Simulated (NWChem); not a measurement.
System: C3H6O; SMILES O1CCC1

The following NWChem deck was run.

```
start job
memory heap 200 mb stack 900 mb global 1100 mb
geometry units angstroms noautosym nocenter noautoz
  C      0.000000     0.000000     1.067013
  C      0.000000     1.025267    -0.073890
  O      0.000000     0.000000    -1.062901
  C      0.000000    -1.025267    -0.073890
  H      0.894540     0.000000     1.704708
  H     -0.894540     0.000000     1.704708
  H     -0.895206     1.670225    -0.137585
  H      0.895206     1.670225    -0.137585
  H      0.895206    -1.670225    -0.137585
  H     -0.895206    -1.670225    -0.137585
end
basis spherical
  * library def2-svp
end
dft
  xc pbe0
  iterations 150
end
cosmo
  do_cosmo_smd true
  solvent water
end
task dft energy
```

NWChem printed, in part:

```
             Northwest Computational Chemistry Package (NWChem) 7.3.0
             --------------------------------------------------------

                             Geometry "geometry" -> ""
                             -------------------------

 Output coordinates in angstroms (scale by  1.889725989 to convert to a.u.)

  No.       Tag          Charge          X              Y              Z
 ---- ---------------- ---------- -------------- -------------- --------------
    1 C                    6.0000     0.00000000     0.00000000     1.06701300
    2 C                    6.0000     0.00000000     1.02526700    -0.07389000
    3 O                    8.0000     0.00000000     0.00000000    -1.06290100
    4 C                    6.0000     0.00000000    -1.02526700    -0.07389000
    5 H                    1.0000     0.89454000     0.00000000     1.70470800
    6 H                    1.0000    -0.89454000     0.00000000     1.70470800
    7 H                    1.0000    -0.89520600     1.67022500    -0.13758500
    8 H                    1.0000     0.89520600     1.67022500    -0.13758500
    9 H                    1.0000     0.89520600    -1.67022500    -0.13758500
   10 H                    1.0000    -0.89520600    -1.67022500    -0.13758500

 Effective nuclear repulsion energy (a.u.)     128.7521154426

                                 NWChem DFT Module
                                 -----------------

 Summary of "ao basis" -> "ao basis" (spherical)
 ------------------------------------------------------------------------------
       Tag                 Description            Shells   Functions and Types
 ---------------- ------------------------------  ------  ---------------------
 C                          def2-svp                 6       14   3s2p1d
 O                          def2-svp                 6       14   3s2p1d
 H                          def2-svp                 3        5   2s1p

 in cosmo_initialize ...
 calling solv_data for solv:h2o

 solvent parameters
 solvname_short: h2o
 solvname_long:  water
 dielec:       78.4000
 dielecinf:     1.7769
 aqueous SMD model solvent descriptors
 dielec:       78.4000
 sola:          0.8200

          ---------------
          -cosmo- solvent
          ---------------
 Cosmo: York-Karplus, doi: 10.1021/jp992097l
 dielectric constant -eps-     =  78.40
 screen = (eps-1)/(eps    )    =   0.98724
 surface charge correction     = lagrangian

   van der Waals surface
 --------------------------

 ---------- ATOMIC COORDINATES (A.U.) ------------ VDWR(ANG.) --
     1    0.00000000    0.00000000    2.01636220     1.850
     2    0.00000000    1.93747370   -0.13963185     1.850
     3    0.00000000    0.00000000   -2.00859164     1.520
     4    0.00000000   -1.93747370   -0.13963185     1.850
     5    1.69043549    0.00000000    3.22143101     1.200
     6   -1.69043549    0.00000000    3.22143101     1.200
     7   -1.69169404    3.15626759   -0.25999795     1.200
     8    1.69169404    3.15626759   -0.25999795     1.200
     9    1.69169404   -3.15626759   -0.25999795     1.200
    10   -1.69169404   -3.15626759   -0.25999795     1.200
 number of segments per atom =        128
 number of   points per atom =        128
 atom (   nspa,  nppa )
 ----------------------
    1 (     56,     0 )       0
    2 (     52,     0 )       0
    3 (     56,     0 )       0
    4 (     52,     0 )       0
    5 (     56,     0 )       0
    6 (     56,     0 )       0
    7 (     54,     0 )       0
    8 (     54,     0 )       0
    9 (     54,     0 )       0
   10 (     54,     0 )       0
 number of -cosmo- surface points =      544
 molecular surface =     91.572 angstrom**2
 molecular volume  =     66.072 angstrom**3
 -lineq- algorithm             =   0
 -bem- low  level              =   3
 -bem- from -octahedral-
 gaussian surface charge width =   4.50000
 degree of switching           =   1.00000
 switching function tolerance  =   0.00010
 atomic radii =
 --------------
    1  6.000  1.850
    2  6.000  1.850
    3  8.000  1.520
    4  6.000  1.850
    5  1.000  1.200
    6  1.000  1.200
    7  1.000  1.200
    8  1.000  1.200
    9  1.000  1.200
   10  1.000  1.200
 ...... end of -cosmo- initialization ......

 nat:                    10
 ixmem:                  5529
 calling mnsol_interface()
 G(SMD-CDS) energy (kcal/mol)  =     2.228
 SMD-CDS SASA (angstrom**2)    =   119.169

            General Information
            -------------------
          SCF calculation type: DFT
          Wavefunction type:  closed shell.
          No. of atoms     :    10
          No. of electrons :    32
           Alpha electrons :    16
            Beta electrons :    16
          Charge           :     0
          Spin multiplicity:     1
          Use of symmetry is: off; symmetry adaption is: off
          Maximum number of iterations: 150
          AO basis - number of functions:    86
                     number of shells:    42
          Convergence on energy requested:  1.00D-06
          Convergence on density requested:  1.00D-05
          Convergence on gradient requested:  5.00D-04

              XC Information
              --------------
                         PBE0 Method XC Functional
                     Hartree-Fock (Exact) Exchange  0.250
          PerdewBurkeErnzerhof Exchange Functional  0.750
            Perdew 1991 LDA Correlation Functional  1.000 local
           PerdewBurkeErnz. Correlation Functional  1.000 non-local

             Grid Information
             ----------------
          Grid used for XC integration:  medium
          Radial quadrature: Mura-Knowles
          Angular quadrature: Lebedev.
          Tag              B.-S. Rad. Rad. Pts. Rad. Cut. Ang. Pts.
          ---              ---------- --------- --------- ---------
          C                   0.70       49           9.0       434
          O                   0.60       49           8.0       434
          H                   0.35       45          10.0       434
          Grid pruning is: on
          Number of quadrature shells:   466
          Spatial weights used:  Erf1

      Superposition of Atomic Density Guess
      -------------------------------------

 Sum of atomic energies:        -190.56125950

      Non-variational initial energy
      ------------------------------

 Total energy =    -193.115971
 1-e energy   =    -512.304663
 2-e energy   =     190.436577
 HOMO         =      -0.312155
 LUMO         =       0.103410

   convergence    iter        energy       DeltaE   RMS-Dens  Diis-err
 ---------------- ----- ----------------- --------- --------- ---------
     COSMO gas phase
 d= 0,ls=0.0,diis     1   -192.6841168704 -3.21D+02  1.06D-02  4.65D-01
 d= 0,ls=0.0,diis     2   -192.6780919309  6.02D-03  5.69D-03  6.29D-01
 d= 0,ls=0.0,diis     3   -192.7376624506 -5.96D-02  1.05D-03  2.34D-02
 d= 0,ls=0.0,diis     4   -192.7395072444 -1.84D-03  4.32D-04  2.16D-03
 d= 0,ls=0.0,diis     5   -192.7397416888 -2.34D-04  8.47D-05  8.11D-05
  Resetting Diis
 d= 0,ls=0.0,diis     6   -192.7397519013 -1.02D-05  8.15D-06  2.26D-07
 d= 0,ls=0.0,diis     7   -192.7397519261 -2.48D-08  4.81D-06  7.85D-08

   convergence    iter        energy       DeltaE   RMS-Dens  Diis-err
 ---------------- ----- ----------------- --------- --------- ---------
     COSMO solvation phase
 d= 0,ls=0.0,diis     1   -192.7429250830 -3.17D-03  2.04D-03  4.80D-03
 d= 0,ls=0.0,diis     2   -192.7439051403 -9.80D-04  4.67D-04  3.19D-03
 d= 0,ls=0.0,diis     3   -192.7441505817 -2.45D-04  1.90D-04  5.25D-04
 d= 0,ls=0.0,diis     4   -192.7441998232 -4.92D-05  4.14D-05  1.59D-05
 d= 0,ls=0.0,diis     5   -192.7442013682 -1.54D-06  1.18D-05  2.72D-06
 d= 0,ls=0.0,diis     6   -192.7442016897 -3.21D-07  1.50D-06  8.82D-09

         Total DFT energy =     -192.744201689684
      One electron energy =     -516.247427500151
           Coulomb energy =      221.387274877886
    Exchange-Corr. energy =      -26.879246131885
 Nuclear repulsion energy =      128.752115442584

             COSMO energy =        0.243081621881

 Numeric. integr. density =       32.000001159511

                                COSMO-SMD solvation results
                                ---------------------------

             internal energy in gas <Psi(g)|H|Psi(g)> =      -192.739751926119
         internal energy in solvent <Psi(s)|H|Psi(s)> =      -192.738175256484
                               delta internal energy  =         0.001576669635 (    0.99 kcal/mol)
   total free energy in solvent <Psi(s)|H+V/2|Psi(s)> =      -192.747752946335
 polarization energy contribution <Psi(s)|V/2|Psi(s)> =        -0.009577689851 (   -6.01 kcal/mol)
    total free energy in solvent including G(SMD-CDS) =      -192.744201689684
                       G(SMD-CDS) energy contribution =         0.003551256651 (    2.23 kcal/mol)
     1 M fixed-concentration free energy of solvation =        -0.004449763565 (   -2.79 kcal/mol)

                       DFT Final Molecular Orbital Analysis
                       ------------------------------------

 Vector   14  Occ=2.000000D+00  E=-3.424640D-01
              MO Center=  7.6D-10,  4.6D-09,  2.6D-01, r^2= 2.3D+00
   Bfn.  Coefficient  Atom+Function         Bfn.  Coefficient  Atom+Function
  ----- ------------  ---------------      ----- ------------  ---------------
     5      0.380891   1 C  py               19     -0.289390   2 C  py
    47     -0.289390   4 C  py                8      0.183506   1 C  py
    22     -0.163475   2 C  py               50     -0.163475   4 C  py
    20      0.159546   2 C  pz               48     -0.159546   4 C  pz
    33      0.156219   3 O  py               67     -0.139538   7 H  s

 Vector   15  Occ=2.000000D+00  E=-3.313881D-01
              MO Center=  1.8D-10, -4.7D-09, -2.7D-01, r^2= 2.1D+00
   Bfn.  Coefficient  Atom+Function         Bfn.  Coefficient  Atom+Function
  ----- ------------  ---------------      ----- ------------  ---------------
    34      0.462245   3 O  pz               37      0.359360   3 O  pz
     6      0.318140   1 C  pz               20     -0.241630   2 C  pz
    48     -0.241630   4 C  pz               57      0.136815   5 H  s
    62      0.136815   6 H  s                 9      0.133814   1 C  pz
    31     -0.118502   3 O  s                 2     -0.100917   1 C  s

 Vector   16  Occ=2.000000D+00  E=-2.660345D-01
              MO Center=  1.1D-09,  3.3D-09, -5.7D-01, r^2= 2.3D+00
   Bfn.  Coefficient  Atom+Function         Bfn.  Coefficient  Atom+Function
  ----- ------------  ---------------      ----- ------------  ---------------
    32      0.522077   3 O  px               35      0.407048   3 O  px
    67      0.197540   7 H  s                72     -0.197540   8 H  s
    77     -0.197540   9 H  s                82      0.197540  10 H  s
    18     -0.170588   2 C  px               46     -0.170588   4 C  px
    68      0.142021   7 H  s                73     -0.142021   8 H  s

 Vector   17  Occ=0.000000D+00  E= 7.784268D-02
              MO Center=  1.5D-08, -2.3D-09,  5.1D-01, r^2= 6.3D+00
   Bfn.  Coefficient  Atom+Function         Bfn.  Coefficient  Atom+Function
  ----- ------------  ---------------      ----- ------------  ---------------
     3      1.210967   1 C  s                17      0.850493   2 C  s
    45      0.850493   4 C  s                58     -0.785414   5 H  s
    63     -0.785414   6 H  s                68     -0.753938   7 H  s
    73     -0.753938   8 H  s                78     -0.753938   9 H  s
    83     -0.753938  10 H  s                22      0.510705   2 C  py

 Vector   18  Occ=0.000000D+00  E= 9.480972D-02
              MO Center= -1.5D-08,  3.8D-09,  1.5D-01, r^2= 3.9D+00
   Bfn.  Coefficient  Atom+Function         Bfn.  Coefficient  Atom+Function
  ----- ------------  ---------------      ----- ------------  ---------------
     3      2.267595   1 C  s                23     -0.886539   2 C  pz
    51     -0.886539   4 C  pz               31     -0.832769   3 O  s
    58     -0.559075   5 H  s                63     -0.559075   6 H  s
    17     -0.506209   2 C  s                45     -0.506209   4 C  s
     9     -0.425323   1 C  pz               37     -0.280747   3 O  pz

 Vector   19  Occ=0.000000D+00  E= 9.997417D-02
              MO Center= -1.0D-09,  2.7D-09,  7.6D-01, r^2= 5.8D+00
   Bfn.  Coefficient  Atom+Function         Bfn.  Coefficient  Atom+Function
  ----- ------------  ---------------      ----- ------------  ---------------
    58      0.951768   5 H  s                63     -0.951768   6 H  s
    68     -0.698030   7 H  s                73      0.698030   8 H  s
    78      0.698030   9 H  s                83     -0.698030  10 H  s
     7     -0.663972   1 C  px               21     -0.455185   2 C  px
    49     -0.455185   4 C  px                4     -0.236965   1 C  px

     Multipole analysis of the density
     ---------------------------------

     L   x y z        total         alpha         beta         nuclear
     -   - - -        -----         -----         ----         -------
     0   0 0 0     -0.000000    -16.000000    -16.000000     32.000000

     1   1 0 0     -0.000000     -0.000000     -0.000000      0.000000
     1   0 1 0     -0.000000     -0.000000     -0.000000      0.000000
     1   0 0 1      0.992603      0.617938      0.617938     -0.243272

     2   2 0 0    -17.672690    -17.417574    -17.417574     17.162459
     2   1 1 0     -0.000000     -0.000000     -0.000000      0.000000
     2   1 0 1      0.000000      0.000000      0.000000      0.000000
     2   0 2 0    -16.635520    -50.764636    -50.764636     84.893752
     2   0 1 1     -0.000000     -0.000000     -0.000000      0.000000
     2   0 0 2    -20.702955    -49.316187    -49.316187     77.929418
```

Level: PBE0/def2-SVP, SMD on the gas-phase geometry. Geometry: optimised at PBE0/def2-SVP. Solvent: water.
